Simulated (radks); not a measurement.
The numbers below are computed, except where a source is named.
Coherent X-ray form factor from a spherical all-electron density. Code: a radial shooting solver on a logarithmic mesh with Libxc functionals. Model: non-relativistic Kohn-Sham, LB94 model potential, spin-polarised, spherical densities, point nucleus.

sin(theta)/lambda (1/angstrom),f0 (electrons)
0.05,47.862
0.1,47.453
0.15,46.783
0.2,45.872
0.25,44.743
0.3,43.427
0.4,40.363
0.5,36.959
0.6,33.481
0.8,27.129
1,22.278
1.25,18.322
1.5,15.849
2,12.294

The species is in the configuration that NIST lists as its ground one. Which atom or ion scatters so?

Answer. The erbium ion Er20+, [Kr] 4d10 4f2. Extrapolating in s^2 from the first two rows gives f0(0) = 48.0, near the electron count 48; among species with that count, the fall with angle is slower the higher Z, and the table is that of Z = 68; from so few rows the species is fixed only to a neighbour or two.
